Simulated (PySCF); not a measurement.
# Correlation energy of Br (bromine, neutral)

Starting occupation: [Ar] 3d10 4s2 4p5, 4p1/2 with m_j = -1/2, +1/2, 4p3/2 with m_j = -1/2, +1/2, +3/2. All numbers are calculated (PySCF 2.14, X2C-1e with screened-nucleus spin-orbit coupling, Gaussian nucleus, in x2c-SVPall-2c with one added diffuse shell each of s, p, d type (6s7p4d, 47 functions)). Frozen: [Ne]; 25 electrons correlated.

MP2 pair energies summed by pair of shells (mhartree):

```
 pair   energy  share (%)
3d-3d  -105.15       30.5
3d-3p   -73.43       21.3
4p-4p   -69.05       20.0
4p-4s   -30.95        9.0
3p-3p   -22.14        6.4
3d-4p   -17.04        4.9
3d-3s    -6.58        1.9
4s-4s    -6.30        1.8
3p-4p    -4.59        1.3
3d-4s    -4.33        1.3
3p-3s    -2.79        0.8
3p-4s    -1.15        0.3
3s-3s    -0.61        0.2
3s-4p    -0.57        0.2
3s-4s    -0.28        0.1
```

Total MP2 correlation energy: -344.95 mhartree.

The GHF reference relaxed away from the jj start to a determinant that is no pure jj level (⟨S²⟩ = 0.76, ⟨J²⟩ = 3.76); the energies belong to that determinant.

This basis was not built for core-valence correlation, so the inner-shell part is incomplete.
